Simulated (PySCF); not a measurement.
Relaxation of singlet BrRuN

Computed with PBE0/[Ru def2-TZVP with ECP28, N def2-TZVP, Br def2-TZVP], scalar-relativistic core potentials, density fitting, no spin–orbit coupling, PySCF. A (50,194) grid was used.

A hand-made bent start, of Cs symmetry, held to at least that symmetry:

```xyz
3
charge 0 multiplicity 1, angstrom
Ru   -0.6906    0.0000   -0.6270
N    -2.1159    0.0000    0.3710
Br    1.2672    0.0000    0.7438
```

Optimiser trace:
| step | E − E(last) (kJ/mol) | largest gradient (Eh/bohr) |
| --- | --- | --- |
| 0 | 114.17 | 0.13340 |
| 1 | 11.78 | 0.03976 |
| 2 | 6.49 | 0.02149 |
| 3 | 3.55 | 0.01180 |
| 4 | 0.83 | 0.00665 |
| 5 | 0.17 | 0.00229 |
| 6 | 0.02 | 0.00210 |
| 7 | 0.00 | 0.00143 |
| 8 | 0.00 | 0.00007 |

It ends at Cs with Ru–Br 2.413 Å, Ru–N 1.542 Å; Br–Ru–N 135.5°. A frequency run shows a minimum.

Final geometry:
Z-matrix (Å, degrees; charge 0 multiplicity 1):
```
Ru
N  1 1.5418
Br 1 2.4129 2 135.54
```

The relaxation took about 60 core-seconds on a shared host.
